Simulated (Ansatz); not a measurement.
Reaction (formal hydrolysis of a W–F bond): `[NH2][W](=[O])([F])=[S]` + H₂O → `[NH2][W](=[O])([OH])=[S]` + H–F

Isolated molecules relaxed with PBE0-D4/def2-TZVP in Ansatz; ΔE leaves out vibrations. CCSD(T)/CBS adds triple-zeta CCSD(T) − MP2 to the extrapolated MP2 energy (def2 sets, frozen cores). This one scheme is used for every species. DFT in def2-TZVPP. def2 core potentials past Kr. For W outer-core shells are correlated without core-valence functions, which leaves a few kJ/mol of doubt a bond. Each species was taken in one conformer, which may not be the lowest.

`[NH2][W](=[O])([F])=[S]`:

Z-matrix (Å, degrees):
```
W
O 1 1.695
F 1 1.860 2 109.8
N 1 1.920 2 106.8 3 120.2
S 1 2.133 2 110.9 3 -122.2
H 4 1.010 1 122.5 2 -19.1
H 4 1.009 1 124.3 2 146.4
```

H₂O:

```xyz
3

O    -0.251   -0.188   -0.230
H     0.693   -0.081   -0.362
H    -0.442    0.269    0.592
```

`[NH2][W](=[O])([OH])=[S]`:

Z-matrix (Å, degrees):
```
W
O 1 1.699
O 1 1.885 2 109.8
N 1 1.929 2 106.9 3 120.1
S 1 2.141 2 111.8 3 -121.5
H 3 0.960 1 123.3 2 12.5
H 4 1.009 1 124.2 2 147.4
H 4 1.009 1 122.8 2 -19.7
```

H–F:

Z-matrix (Å, degrees):
```
F
H 1 0.920
```

CCSD(T)/CBS gives +26.0 kJ/mol.

(1) Another level gave +23.1 kJ/mol. Which?
A. MP2/def2-TZVPP
B. r2SCAN-D4/def2-TZVPP
C. BLYP/def2-TZVPP
D. PBE0-D4/def2-TZVPP

Largest T1 diagnostic among the species: 0.022, so the coupled-cluster value is less sure than usual.

## Answers

(1) A. MP2/def2-TZVPP 23.1, r2SCAN-D4 33.7, PBE0-D4 28.6, BLYP 38.1 kJ/mol.

At CCSD(T), def2-SVP lies +5.0 kJ/mol from the extrapolated value and def2-TZVPP −0.3 kJ/mol. From r2SCAN to r2SCAN0 (25 % exact exchange), in def2-TZVPP and without D4, ΔE moves by −3.8 kJ/mol.
